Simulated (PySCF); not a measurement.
C4H6BrF, SMILES F/C=C/CCBr.

Geometry: PBE0-D3(BJ)/def2-SVP. The structure was generated by enumeration; whether it is a known compound was not checked. The values are those of a single conformer.

These are TDA-PBE/def2-SVPD (PySCF 2.14.0) values and carry that method's errors.

Vertical excitations. Isolated molecule, no solvent. State labels are in the subgroup Cs.

| state | symmetry | energy (eV) | λ (nm) | f | main pairs |
|---|---|---|---|---|---|
| S1 | A" | 5.10 | 243 | 0.000 | HOMO→LUMO 99 % |
| S2 | A" | 5.85 | 212 | 0.000 | HOMO−1→LUMO 95 % |
| S3 | A' | 5.87 | 211 | 0.000 | HOMO−1→LUMO+1 70 %, HOMO−2→LUMO 26 % |
| S4 | A' | 5.91 | 210 | 0.000 | HOMO−2→LUMO 73 %, HOMO−1→LUMO+1 25 % |
| S5 | A" | 5.93 | 209 | 0.000 | HOMO−2→LUMO+1 97 % |
| S6 | A" | 6.37 | 195 | 0.014 | HOMO→LUMO+2 100 % |
| S7 | A" | 6.57 | 189 | 0.000 | HOMO→LUMO+3 100 % |
| S8 | A" | 6.83 | 181 | 0.017 | HOMO−1→LUMO+2 99 % |
| S9 | A' | 6.88 | 180 | 0.027 | HOMO−2→LUMO+2 98 % |
| S10 | A" | 7.01 | 177 | 0.021 | HOMO−1→LUMO+3 99 % |
| T1 | A' | 4.46 | 278 | 0 | HOMO→LUMO+1 97 % |
| T2 | A" | 5.03 | 247 | 0 | HOMO→LUMO 94 % |
| T3 | A" | 5.26 | 236 | 0 | HOMO−1→LUMO 94 % |
| T4 | A' | 5.27 | 235 | 0 | HOMO−2→LUMO 100 % |
Triplets are in the Tamm–Dancoff approximation.
